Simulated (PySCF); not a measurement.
From one molecule to another.

First species: Dimethylsilanol, C2H8OSi.
InChI=1S/C2H8OSi/c1-4(2)3/h3-4H,1-2H3

Second species: C₂H₈OSi.
Structure used (PBE0-D3(BJ)/def2-SVP), in Å, numbered top down from 1:
```
atom  x, y, z in Å
C1     2.0084   -0.1561    0.2214
O2     0.6288   -0.3679    0.1620
Si3   -0.5048    0.8407   -0.0165
C4    -2.1793    0.0266   -0.0500
H5     2.3981    0.3201   -0.6983
H6     2.2971    0.4798    1.0797
H7     2.5141   -1.1272    0.3371
H8    -0.2460    1.5985   -1.2851
H9    -0.3984    1.8124    1.1214
H10   -2.9734    0.7819   -0.1578
H11   -2.2528   -0.6757   -0.8939
H12   -2.3575   -0.5326    0.8808
```

Levels: CAM-B3LYP/def2-SVPD for dipole moment, HOMO energy, LUMO energy, HOMO–LUMO gap, static isotropic polarisability and electronic spatial extent ⟨r²⟩ about the centre of nuclear charge; TDDFT CAM-B3LYP/def2-SVPD for lowest singlet excitation; TDA CAM-B3LYP/def2-SVPD for lowest triplet excitation (Tamm–Dancoff); ΔSCF CAM-B3LYP/def2-SVPD for vertical ionisation energy; PBE0-D3(BJ)/def2-SVP for rotational constant A and rotational constant C. Geometries: PBE0-D3(BJ)/def2-SVP. Each structure is a single optimised conformer of the isolated species, non-relativistic unless stated; the electronic structure was computed with PySCF and density fitting.

Dipoles, sizes and rotational constants follow the conformer. The torsions of the flexible species, by atom-mapped SMILES:
- `[CH3:1][SiH:2]([CH3:3])[OH:4]`: H–O4–Si2–C1 64°
- `[CH3:1][O:2][SiH2:3][CH3:4]`: C1–O2–Si3–C4 180°

Values for the first species:

```
Dipole moment                                                     : 1.20 D
HOMO energy                                                       : -9.67 eV
LUMO energy                                                       : 0.99 eV
HOMO–LUMO gap                                                     : 10.66 eV
Lowest singlet excitation                                         : 7.33 eV
Lowest triplet excitation (Tamm–Dancoff)                          : 7.01 eV
Static isotropic polarisability                                   : 56.1 au
Vertical ionisation energy                                        : 10.59 eV
Electronic spatial extent ⟨r²⟩ about the centre of nuclear charge : 445 bohr²
Rotational constant A                                             : 6.018 GHz
Rotational constant C                                             : 3.352 GHz
```

**Question.** Estimate the same properties for the second species, and the change in each.

**Answer.** 
```
                                                         property      first      second  second less first
                                                    dipole moment     1.20 D      0.37 D            -0.83 D
                                                      HOMO energy   -9.67 eV    -9.40 eV           +0.27 eV
                                                      LUMO energy    0.99 eV     1.34 eV           +0.35 eV
                                                    HOMO–LUMO gap   10.66 eV    10.74 eV           +0.08 eV
                                        lowest singlet excitation    7.33 eV     7.34 eV           +0.01 eV
                         lowest triplet excitation (Tamm–Dancoff)    7.01 eV     7.02 eV           +0.01 eV
                                  static isotropic polarisability    56.1 au     57.1 au            +1.0 au
                                       vertical ionisation energy   10.59 eV    10.32 eV           -0.27 eV
electronic spatial extent ⟨r²⟩ about the centre of nuclear charge  445 bohr²   504 bohr²          +59 bohr²
                                            rotational constant A  6.018 GHz  16.992 GHz        +10.974 GHz
                                            rotational constant C  3.352 GHz   2.763 GHz         -0.589 GHz
```

On the first: The polarisability is 8.31 Å³ as a volume (1 au = 0.148185 Å³), or 1.34 au for each of the 42 electrons. S1 lies 3.33 eV below the HOMO–LUMO gap; its leading configuration is HOMO→LUMO, weight 0.79.

On the second: The ΔSCF ionisation energy exceeds −ε(HOMO) by 0.92 eV with CAM-B3LYP. The principal polarisabilities are 52.0, 53.6 and 65.8 au; their mean is the isotropic value.
